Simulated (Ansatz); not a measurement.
Al₄Ga₄, relaxed as a singlet with RKS PBE0-D4/def2-SVP in Ansatz, starting from the GFN1-xTB geometry. Force threshold 0.02 eV/Å.

The restricted singlet is unstable towards broken spin symmetry at other levels; at PBE0-D4/def2-SVP this wasn't settled. Another isomer (singlet) lies 1.05 eV lower at PBE0-D4/def2-TZVP; other spin states weren't run for this one.

Start:

```
atom    x (Å)    y (Å)    z (Å)
 Al1   1.3983  -0.0390   1.1562
 Al2   0.6545  -2.2884   0.0539
 Al3   0.6696  -1.9896  -2.6267
 Al4  -0.7709  -1.0555   2.2154
 Ga5  -0.3941   2.0201   0.7323
 Ga6  -2.4021   1.0078   1.9330
 Ga7  -0.5305   2.0550  -1.8424
 Ga8   1.3751   0.2897  -1.6218
```

(1) Estimate the energy that the relaxation releases and the steps that it takes.

(2) Does the start keep its bonding?

(3) Predict the relaxed structure.

Answers

(1) 32.3 kcal/mol, in 27 steps; 3.6 min on 4 threads of Arm Neoverse V2 on a shared host. No frequencies were taken in this run, so the end may be a saddle point.

(2) Bonds formed: Al1–Ga6, Al1–Ga7, Al2–Ga8 (atoms count from 1).

(3) 
Cartesian coordinates in Å:
```
Al 0.567 0.122 0.410
Al -0.350 -2.233 -0.618
Al 2.113 -1.728 -1.234
Al -1.300 -1.369 1.584
Ga -0.487 2.698 1.021
Ga -0.820 0.818 2.592
Ga -0.153 1.933 -1.312
Ga 0.430 -0.242 -2.443
```
Bond lengths (bridged metal pairs left out): 7 × Al–Ga 2.46 to 2.88 Å; 4 × Al–Al 2.55 to 2.73 Å; 3 × Ga–Ga 2.47 to 2.52 Å.
